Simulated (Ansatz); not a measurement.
The same path of H3P + H4O4Sn (13 atoms, charge 0, multiplicity 1) was run twice with different band settings. Lost on the way: Sn1–O2, P10–H13. Made: Sn1–P10, O2–H13.

Computed with RKS PBE0-D4/def2-SVP in Ansatz 0.2.0.

Relaxed end points:

```xyz
13
Properties=species:S:1:pos:R:3
Sn -0.158 -0.315 0.088
O -0.365 -0.398 2.041
H -0.642 0.458 2.392
O 1.677 -0.242 -0.618
H 1.979 -1.124 -0.871
O -1.109 1.312 -0.483
H -0.807 1.615 -1.349
O -0.869 -2.004 -0.628
H -1.556 -2.369 -0.056
P 1.919 2.739 1.526
H 2.483 1.786 0.625
H 0.696 2.828 0.790
H 1.411 1.722 2.392
```

```xyz
13
Properties=species:S:1:pos:R:3
Sn 0.535 0.390 0.011
O -0.950 0.214 2.171
H -1.579 0.570 1.506
O 1.109 0.346 -1.889
H 1.199 -0.572 -2.173
O -1.320 1.142 -0.176
H -1.615 1.135 -1.095
O 0.499 -1.546 0.412
H 0.015 -1.653 1.242
P 2.007 1.925 1.312
H 2.903 0.845 1.592
H 2.700 2.292 0.116
H -0.844 0.919 2.819
```

Common settings: spring 5.0 eV/Å²; optimiser quadratic models (default); start path through a guess of the saddle point; force threshold 0.05 eV/Å; iteration limit 60; end points relaxed.

| run | movable images | climbing image |
| --- | --- | --- |
| 1 | 7 | yes |
| 2 | 6 | no |

Problem. What does each run give, and how far can it be trusted?

Solution. Run 1: converged after 23 iterations, highest image 0.875 eV above the first end. Neighbouring images differ by up to 1.3 eV, so the band resolves the path poorly. A vibrational analysis at the climbing image gives one clearly imaginary mode, 1152i cm⁻¹: a first-order saddle point.
Run 2: converged after 27 iterations, highest image 0.279 eV above the first end. No image climbed, so the highest image needn't sit at the top of the path. A band with more images between the same ends climbed to 0.88 eV, so this one has probably stepped over the top.
The orbitals stay closed-shell, which can raise the energy where a bond breaks towards radicals; this wasn't checked here.
